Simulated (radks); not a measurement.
The numbers below are computed, except where a source is named.
Mean orbital radii <r> (bohr) of neutral europium, [Xe] 4f7 6s2, at several levels of relativity; Dirac values are averaged over j with weights 2j + 1. Spin-unpolarised spherical Kohn-Sham, BLYP, point nucleus unless stated (finite: rms radius 5.1115 fm), a radial shooting solver on a logarithmic mesh with Libxc functionals. A level marked "c x" has the speed of light scaled by that factor and shares open shells by 2j + 1; other Dirac levels either fill j = l - 1/2 first or share by 2j + 1.

| shell | non-rel. | Dirac, 2j+1 shares | Dirac, 2j+1 shares, finite nucleus | Dirac, c x 2 | change of magnitude, last against first (%) |
|---|---|---|---|---|---|
| 2s | 0.1026 | 0.09458 | 0.09459 | 0.1007 | -1.89 |
| 2p | 0.08705 | 0.08355 | 0.08355 | 0.08619 | -0.98 |
| 3s | 0.2655 | 0.2492 | 0.2492 | 0.2616 | -1.48 |
| 3p | 0.2552 | 0.2474 | 0.2474 | 0.2533 | -0.75 |
| 3d | 0.2269 | 0.2260 | 0.2260 | 0.2266 | -0.11 |
| 4s | 0.6004 | 0.5659 | 0.5660 | 0.5921 | -1.39 |
| 4p | 0.6155 | 0.5987 | 0.5987 | 0.6113 | -0.67 |
| 4d | 0.6545 | 0.6545 | 0.6545 | 0.6545 | -0.01 |
| 5s | 1.475 | 1.381 | 1.381 | 1.452 | -1.52 |
| 5p | 1.676 | 1.632 | 1.632 | 1.666 | -0.63 |
| 4f | 0.9141 | 0.9814 | 0.9814 | 0.9282 | +1.54 |
| 6s | 4.498 | 4.248 | 4.248 | 4.442 | -1.25 |
